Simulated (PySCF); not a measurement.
Species: C7H13F3O.
SMILES with atom numbers: `[CH3:1][CH:2]([CH3:3])[O:4][C@:5]([CH3:6])([CH2:7][F:8])[CH:9]([F:10])[F:11]` (hydrogens: H12, H13, H14 on C1; H15 on C2; H16, H17, H18 on C3; H19, H20, H21 on C6; H22, H23 on C7; H24 on C9)

Method: PBE0-D3(BJ)/def2-SVP geometry optimisation, gas phase in PySCF; density fitting, grid level 1; the optimiser is geomeTRIC in internal coordinates, started from a GFN2-xTB structure.

Step 0: E = -17637.2581 eV
```
atom  x, y, z in Å  |  force x, y, z in eV/Å
C1      2.2891    1.1246   -0.1719   -0.676  -0.455  -0.210
C2      1.2392    0.0892   -0.5694    0.461  -0.130   0.458
C3      1.8919   -1.2311   -0.9741   -0.512   0.639   0.175
O4      0.3980   -0.1355    0.5704   -0.065   0.006  -0.383
C5     -0.9954    0.0108    0.4646   -0.380  -0.098   0.188
C6     -1.4449    1.4225    0.0706    0.293  -0.700   0.178
C7     -1.5241   -0.3167    1.8737    0.210  -0.266  -0.392
F8     -1.3409   -1.6409    2.1644    0.109  -0.294  -0.078
C9     -1.6071   -1.0328   -0.5023   -0.125   0.047  -0.064
F10    -1.3545   -0.7366   -1.8000    0.293   0.120   0.028
F11    -2.9573   -1.0389   -0.3903   -0.001   0.085   0.238
H12     1.8124    2.0633    0.0980   -0.167   0.405   0.124
H13     2.8505    0.7623    0.6847    0.276  -0.134   0.380
H14     2.9715    1.3014   -0.9980    0.347   0.118  -0.334
H15     0.6542    0.4735   -1.4107   -0.191   0.058  -0.148
H16     1.1439   -1.9374   -1.3245   -0.276  -0.319  -0.160
H17     2.4039   -1.6618   -0.1179    0.241  -0.192   0.350
H18     2.6085   -1.0611   -1.7725    0.329   0.006  -0.362
H19    -2.5303    1.4747    0.0580   -0.416   0.059  -0.053
H20    -1.0571    2.1397    0.7890    0.147   0.310   0.284
H21    -1.0772    1.6797   -0.9194    0.112   0.125  -0.347
H22    -0.9584    0.2557    2.6128    0.109   0.375   0.074
H23    -2.5959   -0.1167    1.9527   -0.220   0.258  -0.055
H24    -1.2356   -2.0470   -0.3006    0.102  -0.025   0.109
```

Step 1: E = -17637.3198 eV
```
atom  x, y, z in Å  |  force x, y, z in eV/Å
C1      2.2563    1.1126   -0.1188    0.069   0.038   0.088
C2      1.2361    0.0963   -0.5938   -0.017   0.024  -0.097
C3      1.8683   -1.2033   -1.0553    0.115  -0.083   0.034
O4      0.3891   -0.1849    0.5158   -0.165  -0.026  -0.028
C5     -1.0059   -0.0143    0.4563    0.104  -0.048   0.100
C6     -1.4339    1.3869    0.0461   -0.015   0.067  -0.031
C7     -1.4739   -0.2849    1.8808   -0.073   0.006   0.007
F8     -1.2642   -1.5969    2.2184   -0.038   0.031   0.010
C9     -1.6345   -1.0752   -0.4581    0.102   0.077   0.131
F10    -1.3084   -0.8349   -1.7494   -0.062  -0.027  -0.082
F11    -2.9849   -1.0246   -0.3585    0.073   0.005  -0.068
H12     1.7659    2.0639    0.1395    0.014  -0.027   0.002
H13     2.7525    0.7310    0.7887    0.002   0.031  -0.053
H14     3.0268    1.3129   -0.8788   -0.043  -0.012  -0.024
H15     0.6566    0.5215   -1.4324   -0.007  -0.020   0.088
H16     1.1285   -1.8663   -1.5277   -0.015   0.031   0.038
H17     2.2985   -1.7260   -0.1856    0.009   0.011  -0.057
H18     2.6743   -1.0187   -1.7827   -0.044   0.002  -0.006
H19    -2.5240    1.4392   -0.0905    0.033  -0.014   0.035
H20    -1.1350    2.1098    0.8205    0.000   0.003  -0.042
H21    -0.9670    1.6830   -0.9033   -0.021  -0.008   0.030
H22    -0.8988    0.3572    2.5697   -0.005  -0.027  -0.084
H23    -2.5490   -0.0590    1.9704    0.009  -0.037   0.029
H24    -1.2888   -2.0843   -0.1843   -0.023   0.006  -0.020
```

**Question.** Estimate the geometry and energy of step 2. (The exact step hangs on the optimiser's Hessian estimate; all steps are aligned on step 1, rigid shifts and turns removed.)

**Answer.** E = -17637.3276 eV, largest force 0.077 eV/Å
```
atom  x, y, z in Å  |  force x, y, z in eV/Å
C1      2.2469    1.1228   -0.1449   -0.013  -0.017   0.044
C2      1.2292    0.0831   -0.5788    0.028   0.046  -0.054
C3      1.8707   -1.2150   -1.0384    0.014   0.001   0.040
O4      0.3933   -0.1927    0.5418   -0.038  -0.023   0.056
C5     -0.9985   -0.0150    0.4715    0.048  -0.022  -0.027
C6     -1.4153    1.3926    0.0657   -0.028   0.023   0.007
C7     -1.4986   -0.2971    1.8828   -0.021  -0.016  -0.023
F8     -1.3066   -1.6120    2.2169   -0.003   0.002  -0.006
C9     -1.6102   -1.0602   -0.4686   -0.038   0.011   0.027
F10    -1.2659   -0.8118   -1.7548   -0.003  -0.010  -0.049
F11    -2.9609   -1.0038   -0.4015   -0.027  -0.003   0.010
H12     1.7501    2.0697    0.1135    0.001  -0.003   0.006
H13     2.7808    0.7663    0.7494    0.019   0.002  -0.011
H14     2.9849    1.3210   -0.9364   -0.019  -0.001  -0.017
H15     0.6228    0.4886   -1.4053    0.065  -0.009   0.001
H16     1.1221   -1.8919   -1.4741   -0.004  -0.004   0.017
H17     2.3390   -1.7205   -0.1800    0.016   0.006  -0.010
H18     2.6457   -1.0286   -1.7972   -0.027   0.007  -0.018
H19    -2.5031    1.4470   -0.0789   -0.002   0.002   0.018
H20    -1.1222    2.1125    0.8439    0.013   0.001  -0.006
H21    -0.9395    1.6921   -0.8770   -0.013  -0.002  -0.001
H22    -0.9281    0.3365    2.5801    0.014   0.003   0.000
H23    -2.5733   -0.0672    1.9603    0.011   0.005  -0.011
H24    -1.2787   -2.0757   -0.2027    0.009   0.000   0.006
```

The energy changes by -0.0078 eV. The first-order estimate −F·Δx gives -0.0173 eV and the mean of the old and new forces, exact on a quadratic surface, -0.0087 eV. The step makes an angle of 79° with the force vector and moves no atom by more than 0.072 Å.

The cost below is that of the whole optimisation. The run took about 11 min of CPU time (one thread, shared machine).
